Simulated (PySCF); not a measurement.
This script is equivalent to a calculation on Yb (ytterbium, neutral).

```python
from pyscf import gto, scf, dft, mp, cc
import basis_set_exchange as bse
mol = gto.M(atom="Yb 0 0 0", charge=0, spin=0, symmetry="D2h",
            basis=gto.basis.parse(bse.get_basis("ANO-RCC-VTZP", elements=["Yb"], fmt="nwchem")),
            nucmod="G")
mf = dft.UKS(mol, xc="M06L").sfx2c1e()
mf.irrep_nelec = {'Ag': (10, 10), 'B1g': (2, 2), 'B2g': (2, 2), 'B3g': (2, 2), 'Au': (1, 1), 'B1u': (6, 6), 'B2u': (6, 6), 'B3u': (6, 6)}
mf.kernel()
```

Task: What total energy does it give?

Result: -14058.91 hartree (calculated).

Task: Which occupied shell lies highest, and where?

Result: 4f, at -1.989 eV.

Spin-orbit coupling, which splits the p, d and f shells strongly at this Z, is absent.
